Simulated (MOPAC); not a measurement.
Input file for MOPAC: PM6 on InP, 2S+1 = 3, a point of a bond scan (R = 3.209 Å).

```
PM6 1SCF PRECISE CHARGE=0 UHF MS=1 THREADS=1
InP

In    -0.00000000 1    -0.00000000 1    -0.62680193 1
P      0.00000000 1     0.00000000 1     2.58242397 1
```

The log:

```
*******************************************************************************
 **                                                                           **
 **                              MOPAC v23.2.5                                **
 **                                                                           **
 *******************************************************************************
 ** MOPAC's Digital Object Identifier: https://doi.org/10.5281/zenodo.6511958 **
 **                                                                           **
 ** Please cite the open-source release paper for use of this MOPAC version:  **
 ** J. E. Moussa and J. J. P. Stewart (2026)                                  **
 ** MOPAC: An open-source semiempirical molecular orbital program             **
 ** J. Open Source Softw., 11(119), 8025, https://doi.org/10.21105/joss.08025 **
 *******************************************************************************

                              PM6 CALCULATION RESULTS

 *******************************************************************************
 *  PM6        - The PM6 Hamiltonian to be used
 *  UHF        - UNRESTRICTED HARTREE-FOCK CALCULATION
 *
 *
 *
 *                 CHARGE ON SYSTEM = 0
 *
 *
 *
 *  MS=        - IN MECI, MAGNETIC COMPONENT OF SPIN =  1.0
 *  PRECISE    - TIGHTER CRITERIA TO BE USED
 *  1SCF       - DO 1 SCF AND THEN STOP
 *  THREADS=1  - MULTI-THREADING NOT USED
 *  T=         - A TIME OF 172800.0 SECONDS REQUESTED
 *  DUMP=N     - RESTART FILE WRITTEN EVERY 7200.0 SECONDS REQUESTED
 *******************************************************************************
PM6 1SCF PRECISE CHARGE=0 UHF MS=1 THREADS=1
 InP

   ATOM   CHEMICAL          X               Y               Z
  NUMBER   SYMBOL      (ANGSTROMS)     (ANGSTROMS)     (ANGSTROMS)

     1      In         -0.00000000  *  -0.00000000  *  -0.62680193  *
     2       P          0.00000000  *   0.00000000  *   2.58242397  *



          CARTESIAN COORDINATES

    NO.       ATOM           X           Y           Z

     1        In         -0.0000     -0.0000     -0.6268
     2         P          0.0000      0.0000      2.5824

 General Reference for PM6:
 "Optimization of Parameters for Semiempirical Methods V: Modification of NDDO Approximations
 and Application to 70 Elements", J. J. P. Stewart, J. Mol. Mod., 13, 1173-1213 (2007)
 URL: https://link.springer.com/article/10.1007/s00894-007-0233-4

           Empirical Formula: In P  =     2 atoms



      MOLECULAR POINT GROUP   :   C*v


          UHF CALCULATION, NO. OF ALPHA ELECTRONS =    5
                           NO. OF BETA  ELECTRONS =    3

 -------------------------------------------------------------------------------
 PM6 1SCF PRECISE CHARGE=0 UHF MS=1 THREADS=1
 InP



     1SCF WAS SPECIFIED, SO BFGS WAS NOT USED
     SCF FIELD WAS ACHIEVED


                              PM6 CALCULATION
                                                       MOPAC v23.2.5 Linux




          FINAL HEAT OF FORMATION =        141.12853 KCAL/MOL =     590.48176 KJ/MOL


          COSMO AREA              =        102.19 SQUARE ANGSTROMS
          COSMO VOLUME            =         85.57 CUBIC ANGSTROMS

          IONIZATION POTENTIAL    =          5.552356 EV
          ALPHA SOMO LUMO (EV)    =         -6.257  0.333
          BETA  SOMO LUMO (EV)    =         -5.552 -1.838
          NO. OF ALPHA ELECTRONS  =          5
          NO. OF BETA  ELECTRONS  =          3
          MOLECULAR WEIGHT        =        145.7938         POINT GROUP:  C*v

          MOLECULAR DIMENSIONS (Angstroms)

            Atom       Atom       Distance
            P     2   In     1     3.20923
            P     2   In     1     0.00000
           In     1    P     2     0.00000


          SCF CALCULATIONS        =          1





   ATOM   CHEMICAL          X               Y               Z
  NUMBER   SYMBOL      (ANGSTROMS)     (ANGSTROMS)     (ANGSTROMS)

     1      In         -0.00000000  *  -0.00000000  *  -0.62680193  *
     2       P          0.00000000  *   0.00000000  *   2.58242397  *

                             CARTESIAN COORDINATES

   1   In       -0.000000000    -0.000000000    -0.626801930
   2    P        0.000000000     0.000000000     2.582423970


           Empirical Formula: In P  =     2 atoms



      MOLECULAR POINT GROUP   :   C*v


          ALPHA EIGENVALUES
 -14.69659 -14.07281  -7.49241  -7.18715  -6.25718   0.33266   0.38402   0.45351
 150.35273 150.40819 151.21030 151.22359 151.52948


           BETA EIGENVALUES
 -13.35530 -11.41202  -5.55236  -1.83791   0.00991   0.04573   1.55024   1.74358
 151.52587 151.57751 151.66484 152.04734 152.05244


              NET ATOMIC CHARGES AND DIPOLE CONTRIBUTIONS

  ATOM NO.   TYPE          CHARGE      No. of ELECS.   s-Pop       p-Pop       d-Pop
    1         In           0.505020        2.4950     1.64937     0.84561
    2          P          -0.505020        5.5050     1.98624     3.51777     0.00101
 DIPOLE           X         Y         Z       TOTAL
 POINT-CHG.     0.000     0.000    -7.785     7.785
 HYBRID        -0.000    -0.000    -1.433     1.433
 SUM           -0.000    -0.000    -9.218     9.218


          ATOMIC ORBITAL ELECTRON POPULATIONS

     Atom    s        px        py        pz      x^2-y^2     xz        z^2       yz        xy
    1 In   1.64937   0.02254   0.00390   0.81917
    2  P   1.98624   1.97744   0.99610   0.54423   0.00005   0.00001   0.00095   0.00000   0.00000


                    (SZ)    =    1.000000
                    (S**2)  =    2.260005


          ATOMIC ORBITAL SPIN POPULATIONS

    Atom   Total    s     px     py     pz   x^2-y^2  xz     z^2    yz     xy
         Atomic
    1 In  0.4983  0.091 -0.008  0.004  0.412
    2  P  1.5017 -0.006  0.008  0.996  0.503  0.000 -0.000 -0.000  0.000  0.000

 **********************
 *                    *
 * JOB ENDED NORMALLY *
 *                    *
 **********************




 == MOPAC DONE ==
```

The run finished. Its determinant has ⟨S²⟩ = 2.26, a mixture of spin states.

Cost: very roughly 0.020 core-seconds.
